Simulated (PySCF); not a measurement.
# Functional benchmark on one molecule

Molecule: SMILES OCC1=COC=C1, C$_{5}$H$_{6}$O$_{2}$.

Mapped SMILES: `[OH:1][CH2:2][c:3]1[cH:4][cH:5][o:6][cH:7]1`; H(Xn) means a hydrogen on atom n.

Geometry PBE0-D3(BJ)/def2-SVP throughout; GIAO in PySCF 2.14.0 with density-fitted response routines, gas phase, one conformer, non-relativistic; equivalent atoms averaged; basis pcSseg-1.

Reference values (estimated from measurements, as parent shift plus tabulated substituent increments; solution, not stated per compound (mostly CDCl3 or CCl4); Pretsch, Buehlmann, Badertscher, Structure Determination of Organic Compounds, 4th ed. (2009)): δ(H(C7)) = 7.35 ppm, δ(H(C4)) = 6.38 ppm, δ(H(C5)) = 7.36 ppm. Computed shifts are taken against TMS, calculated as an isolated molecule at each level.

**Question.** How do the functionals PBE, KT2, KT3, B97-D, PBE0, mPW1PW91, B97-2, BHandHLYP, LC-wPBE perform against the reference? Times are CPU seconds on shared hosts with different chips, so compare them loosely; the GGAs took longer than the global hybrids here, which isn't the general rule, and the cause wasn't traced.

**Answer.** 
```
functional                    kind  H(C7)  H(C4)  H(C5)  mean abs. error H  core-s
       PBE                     GGA   7.37   6.36   7.26               0.05      29
       KT2                     GGA   7.43   6.30   7.31               0.07      19
       KT3                     GGA   7.37   6.26   7.27               0.08      30
     B97-D                     GGA   7.34   6.29   7.23               0.08      30
      PBE0           global hybrid   7.50   6.48   7.39               0.09      14
  mPW1PW91           global hybrid   7.49   6.46   7.38               0.08      18
     B97-2           global hybrid   7.46   6.42   7.35               0.05      18
 BHandHLYP           global hybrid   7.55   6.48   7.42               0.12      17
   LC-wPBE  range-separated hybrid   7.53   6.56   7.42               0.14      21
```

For 1H the closest is PBE (0.05 ppm, with B97-2, KT2, B97-D practically level) and the furthest LC-wPBE (0.14 ppm). One molecule is a small sample, and vibrational and solvent effects are absent from the calculation.
